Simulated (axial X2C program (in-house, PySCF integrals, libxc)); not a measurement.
CuTe: cheaper levels and CCSD(T), 2c

Calculated with an axial X2C code built on PySCF integrals. Two-component (2c) means X2C with spin–orbit coupling and atomic mean-field two-electron Coulomb and Gaunt terms. Basis: Te dyall-cv3z [11s12p8d4f1g], Cu dyall-cv3z [9s9p6d3f2g] (cores contracted in-house); Gaussian nuclei, density fitting, unrestricted open shells. Masses: Te 129.906 u, Cu 62.930 u.

State: Ω = 3/2 (⟨Sz⟩ = 0.50, ⟨Lz⟩ = 1.00 at HF); fragments Te + Cu.

| level | Re (Å) | ωe (cm⁻¹) | De (eV) |
| --- | --- | --- | --- |
| PBE0 | 2.360 | 250.9 | 2.37 |
| HF | 2.495 | 212.6 | n/a |
| MP2 | 2.337 | 261.0 | 2.25 |
| CCSD | 2.385 | 242.2 | 2.15 |
| M06 | 2.378 | 252.0 | 2.35 |

Correlated methods: 17 electrons correlated (number of frozen shells: Te 4 s, 3 p, 2 d; Cu 3 s, 2 p), 297 virtual spin orbitals or spinors in MP2, 110 natural virtuals in coupled cluster.

CCSD(T), same Hamiltonian and basis:

Re = 2.367 Å, ωe = 248.1 cm⁻¹; T1 = 0.027 (Lee–Taylor normalisation).

(1) Give the differences from CCSD(T) in the columns below.

One determinant describes the state; a PBE0 search over occupations chose it and may have missed a lower one. Dissociation energies refer to the lowest single-determinant-based atoms at the same level and basis. De is not given where an atomic determinant may have missed its ground term or J level, or where the truncated virtual space spoils (T). Density functionals use the spin component along the axis (collinear). Coupled cluster ran in a truncated set of natural virtual spinors; the MP2 energy of the rest was added. (T) has no such correction and the atoms are truncated less, which lowers De at CCSD(T) by a hundredth of an eV or more. Without a current term, density functionals place determinants with orbital angular momentum somewhat too high. With the outer-core shells frozen, correlated bond lengths of heavy atoms tend to come out a few hundredths of an ångström too long.

Results:

(1) 

```
level  ΔRe (Å)  Δωe (cm⁻¹)
 PBE0   -0.007         2.8
   HF    0.128       -35.5
  MP2   -0.030        12.9
 CCSD    0.018        -5.9
  M06    0.011         3.9
```
